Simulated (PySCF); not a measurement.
Harmonic spectrum computed at PBE0 in the def2-TZVP basis family (core potentials from Rb on, PySCF, no spin–orbit coupling):

```csv
symmetry,ω (cm⁻¹),"IR (km/mol, summed over degenerate members)"
π,99,21.5
σ+,247,10.2
σ+,1045,10.1
```

Question: Which molecule gave it? In each, all ligands are bound to the one heavy central atom.
A. ISnN (singlet)
B. ISN (singlet)
C. IGeN (singlet)
D. ISiN (singlet)

Answer: C. It has C∞v symmetry with Ge–I 2.454 Å, Ge–N 1.638 Å.
